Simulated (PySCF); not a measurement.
## Electron correlation in S⁺ (sulfur, charge +1)

[Ne] 3s2 3p3, high-spin 4S determinant. Computed with PySCF 2.14 in aug-cc-pV(Q+d)Z (7s6p5d3f2g, 89 functions), with no relativity, point nucleus. Frozen: [Ne]; 5 electrons correlated.

```tsv
level	correlation energy (mhartree)
CCSD	-114.26
(T)	-4.26
CCSD(T)	-118.52
```

Diagnostics: T1 = 0.0041, D1 = 0.0102, largest double amplitude 0.044.

Problem. Is a single reference adequate?

Solution. Yes: T1 lies below 0.03 and no double amplitude reaches 0.07.
